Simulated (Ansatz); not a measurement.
Reaction (isomerisation): `C1=N[SiH2]O[SiH2]1` → `O=C[SiH]1N[SiH2]1`

Program: Ansatz. Geometries: PBE0-D4/def2-TZVP. ΔE: electronic, gas phase. CBS: MP2 limit from def2 TZ/QZ plus the TZ coupled-cluster correction, frozen cores. Functionals use def2-TZVPP. B3LYP here is the variant with VWN-RPA as its local correlation; programs differ in this. One conformer a species, not always the lowest.

(1) Is it downhill or uphill in electronic energy at CCSD(T)/CBS, and by how much? (Best estimate.)

(2) What do these levels give: PBE-D4, PBE0-D4, B3LYP-D4, ωB97M-V, PBE, PBE0, HF/def2-TZVPP, MP2/def2-TZVPP, SCS-MP2/def2-TZVPP, CCSD(T)/def2-TZVPP, HF/CBS(def2), CCSD/CBS(def2)? (Estimate.)

Largest T1 diagnostic among the species: 0.015.

## Answers

(1) Computed: Uphill: ΔE = +68.2 kcal/mol.

(2) Ansatz gave: PBE-D4 56.6, PBE0-D4 61.5, B3LYP-D4 64.9, ωB97M-V 66.6, PBE 55.8, PBE0 60.9, HF/def2-TZVPP 74.8, MP2/def2-TZVPP 69.5, SCS-MP2/def2-TZVPP 70.0, CCSD(T)/def2-TZVPP 67.8, HF/CBS(def2) 75.4, CCSD/CBS(def2) 69.3 kcal/mol.

From PBE to PBE0 (25 % exact exchange), in def2-TZVPP and without D4, ΔE moves by +5.0 kcal/mol. The D4 term adds +1.3 kcal/mol with B3LYP and +0.6 kcal/mol with PBE0; it sums over pairs of atoms, weighted by their polarisabilities, and B3LYP, whose exchange is more repulsive, gets the larger term. In def2-TZVPP, CCSD(T) changes the Hartree–Fock value by −7.0 kcal/mol (the triples alone add −1.1 kcal/mol) and MP2 by −5.3 kcal/mol.
